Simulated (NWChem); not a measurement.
# MgGeH4Se; SMILES [Mg]([SeH])[GeH3]

```xyz
7

Mg    -0.0080     0.0824     0.0002
Se    -0.0290     2.5221     0.0000
H      1.4457     2.5254     0.0001
Ge    -0.0105    -2.4985     0.0000
H     -0.6412    -3.1060    -1.2763
H      1.4118    -3.1032     0.0908
H     -0.7981    -3.1055     1.1862
```
Atoms are numbered in this order, from 1.

All runs: NWChem. All runs use the structure optimised with PBE0/def2-SVP.

### Question
Among these, which level gives the lowest value of “dipole (D)”?
(A) Hartree-Fock/pcseg-1
(B) Hartree-Fock/def2-SVP
(C) Hartree-Fock/aug-pcseg-1
(D) Hartree-Fock/pcseg-2

### Answer
B, Hartree-Fock/def2-SVP. Values: Hartree-Fock/def2-SVP 0.71; Hartree-Fock/pcseg-2 0.90; Hartree-Fock/aug-pcseg-1 0.92; Hartree-Fock/pcseg-1 1.07
